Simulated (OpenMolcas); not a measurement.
An OpenMolcas run meant for neutral hafnium (ANO-RCC-VDZ, X2C; inactive shells 1s 2s 2p 3s 3p 3d 4s 4p 4d 4f 5s 5p; intended active space 4 electrons in 6 orbitals (5d 6s)). One step of its input:

```
&CASPT2
Multistate=10 1 2 3 4 5 6 7 8 9 10
Frozen=14 16
IPEA=0.25
Shift=5.0
MaxIter=60
WThr=0.0 0.3 0.05
PrWF=0.5
NoMix
```

The run finished. Its levels beside those of a sound run (MS-CASPT2, IPEA 0.25 Eh, imaginary shift 0.1 Eh (closed shells correlated: 5s 5p)), in eV above each run's lowest level:

| Level | This run | Usual run |
| --- | --- | --- |
| 5d² 6s² ³F₂ | 0.0000 | 0.0000 |
| 5d² 6s² ³F₃ | 0.2730 | 0.2863 |
| 5d² 6s² ³P₀ | 0.5255 | 0.4603 |
| 5d² 6s² ³P₂ [51 %] | 0.6139 | 0.5422 |
| 5d² 6s² ³F₄ | 0.5342 | 0.5485 |
| 5d² 6s² ³P₁ | 0.6344 | 0.5889 |
| 5d² 6s² ¹G₄ | 1.3640 | 1.4154 |
| 5d³ 6s ⁵F₁ | 1.2461 | 1.7202 |
| 5d³ 6s ⁵F₂ | 1.3270 | 1.8027 |
| 5d³ 6s ⁵F₃ | 1.4426 | 1.9212 |
| 5d³ 6s ⁵F₄ | 1.5830 | 2.0631 |
| 5d³ 6s ⁵F₅ | 1.7311 | 2.2096 |
| 5d³ 6s ⁵P₁ | 2.3270 | 2.7181 |
| 5d³ 6s ⁵P₂ | 2.3797 | 2.7543 |

Which setting is unsound, and how much does it matter here?

The level shift is far above the usual 0.1 to 0.3 hartree and damps the second-order energy. Against the sound run the excited levels shown move by 2100 cm-1 on average and by 3900 cm-1 at most.

CASPT2 breaks the degeneracy within a term, and the mean is taken; among the terms shown or strongly mixed into the levels shown the widest spread is 630 cm-1 (5d² 6s² ³F, the sound run). Over all roots computed the reference weight is 0.87 to 0.96 in the sound run; the roots of lowest weight are the least certain, and an intruder state may touch them. Some high roots are left out of the spin-orbit mixing, which shifts the levels that they would mix with. A single d shell beside an s shell can misplace configurations of different d count against each other. Some terms miss by over 15 % even with CASPT2, which points to a basis or an active space too small for the shells correlated. Levels of configurations outside the active space are missing.

A share in square brackets marks a mixed level and gives the weight of the term that names it, the lowest over the columns.
